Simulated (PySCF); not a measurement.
**Radial density of Pt (platinum, neutral)**

BHandHLYP, [Xe] 4f14 5d9 6p1, one real determinant (an excited configuration). Calculation: PySCF 2.14, in ANO-RCC-VTZP; scalar relativity by spin-free X2C-1e.

```csv
r (bohr),4πr²ρ (e/bohr),4πr²(ρα − ρβ)
0.0192,96.02,0.0024
0.0323,112.2,0.0071
0.0543,145.5,0.0220
0.0914,112.4,0.0637
0.154,134.2,0.0325
0.259,72.92,0.0471
0.435,82.34,0.0918
0.732,27.49,0.1758
1.23,14.56,0.7159
2.07,3.677,0.4933
3.48,0.7436,0.4108
5.86,0.06479,0.0558
9.85,6.837e-05,0.0001
```

Densities and radii are taken from the X2C orbitals without a picture-change correction, which distorts them close to the nucleus.

⟨L²⟩ = 8.22 against 12 for a pure F term, so this real determinant mixes terms. Spin-orbit coupling, absent here, splits the open shell strongly.
